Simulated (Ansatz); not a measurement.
BeCl2, 3 atoms. Hardware: 4 threads of Intel Xeon on a shared host.

Correlated methods freeze 10 core orbitals.

Problem. How many basis functions does each of these Ansatz runs have, and roughly what does it cost? HF/6-31G, charge 0 singlet, energy; CCSD(T)/def2-TZVPP, charge 1 doublet at the geometry of the charge 0 singlet, energy, from earlier orbitals; r2SCAN0-D4/def2-TZVP, charge 0 singlet, energy, from earlier orbitals; r2SCAN-D4/def2-TZVP, charge 0 triplet at the geometry of the charge 0 singlet, energy, from earlier orbitals; r2SCAN-D4/def2-TZVP, charge 0 singlet, relaxation, 4 steps; RPA@PBE/def2-TZVP, charge 0 singlet, energy, from earlier orbitals; PBE-D4/def2-TZVP, charge 1 doublet at the geometry of the charge 0 singlet, energy, from earlier orbitals; PBE0-D4/def2-TZVP, charge 0 singlet, energy, from earlier orbitals; r2SCAN-D4/def2-TZVPD, charge -1 doublet at the geometry of the charge 0 singlet, energy, from earlier orbitals; BLYP-D4/def2-TZVP, charge 0 singlet, energy, from earlier orbitals; PBE with 50 % exact exchange/def2-TZVP, charge 0 singlet, energy, from earlier orbitals; PBE with 10 % exact exchange/def2-TZVP, charge 0 singlet, energy, from earlier orbitals.

Solution. Other jobs shared the machine, so times can vary by a factor of up to 3. A dash marks memory too small to be measured apart from the calling script's.

| run | functions | fitting or Cholesky vectors | wall time | peak host memory (GiB) |
| --- | --- | --- | --- | --- |
| HF/6-31G, charge 0 singlet, energy | 35 | 405 | 0.8 s | – |
| PBE with 10 % exact exchange/def2-TZVP, charge 0 singlet, energy, from earlier orbitals | 93 | 653 | 1.6 s | – |
| BLYP-D4/def2-TZVP, charge 0 singlet, energy, from earlier orbitals | 93 | 653 | 1.7 s | – |
| PBE with 50 % exact exchange/def2-TZVP, charge 0 singlet, energy, from earlier orbitals | 93 | 719 | 2.2 s | – |
| PBE0-D4/def2-TZVP, charge 0 singlet, energy, from earlier orbitals | 93 | 677 | 2.5 s | – |
| RPA@PBE/def2-TZVP, charge 0 singlet, energy, from earlier orbitals | 93 | 573 | 3 s | – |
| r2SCAN0-D4/def2-TZVP, charge 0 singlet, energy, from earlier orbitals | 93 | 677 | 3 s | – |
| PBE-D4/def2-TZVP, charge 1 doublet at the geometry of the charge 0 singlet, energy, from earlier orbitals | 93 | 653 | 7.5 s | – |
| r2SCAN-D4/def2-TZVP, charge 0 singlet, relaxation, 4 steps | 93 | 653 | 13 s | – |
| r2SCAN-D4/def2-TZVPD, charge -1 doublet at the geometry of the charge 0 singlet, energy, from earlier orbitals | 114 | 717 | 15 s | – |
| CCSD(T)/def2-TZVPP, charge 1 doublet at the geometry of the charge 0 singlet, energy, from earlier orbitals | 103 | 645 | 22 s | – |
| r2SCAN-D4/def2-TZVP, charge 0 triplet at the geometry of the charge 0 singlet, energy, from earlier orbitals | 93 | 653 | 24 s | – |
